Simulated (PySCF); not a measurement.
Planning an EPR job on `B1[CH+][CH]CCC1` [radical].

Method: UKS B3LYP, pcH-1 on B C H, non-relativistic, mean-field spin-orbit, GIAO (PySCF 2.14.0). Geometry: GFN2-xTB. Work: unrestricted SCF, g, hyperfine, density and orbital grids written, density fitting. The input is one job of a driver script: a line of settings, then coordinates in Å.

Command:
```bash
OMP_NUM_THREADS=1 python probes_run.py task.json out
```

Input:
```
{"job": {"kind": "epr", "basis": "pcH-1"}, "charge": 1, "multiplicity": 2}
B      0.645428     1.535851     0.021529
C      1.535892     0.350280     0.409365
C      1.209828    -0.912952     0.103287
C     -0.166370    -1.346510    -0.243187
C     -1.219376    -0.339305     0.188287
C     -0.866543     1.080737    -0.168038
H      0.993400     2.622133    -0.192992
H      2.477940     0.569648     0.904224
H      1.961680    -1.695592     0.059809
H     -0.378993    -2.326139     0.194826
H     -0.164974    -1.516663    -1.330283
H     -2.174798    -0.615209    -0.276563
H     -1.390256    -0.416617     1.266643
H     -0.915108     1.231279    -1.258480
H     -1.552164     1.787049     0.299662
```

Hardware: an Arm Neoverse V2 with one thread (shared host). PySCF's memory limit was set to 1600 MB.

Task: How large is the basis?

Result: 240 functions.

Task: How long does the run take?

Result: About 32 s. CPU seconds by part: SCF 15, spin–orbit mean field 1.6, g tensor 12, hyperfine 0.2.

Task: Estimate the peak memory.

Result: About 0.97 GiB. Peak memory is the resident size of the whole Python process, interpreter and libraries included.

Other jobs ran on the host; a repeat could differ by tens of per cent or more.

The run converged: ⟨S²⟩ 0.755; g_iso 2.0032.
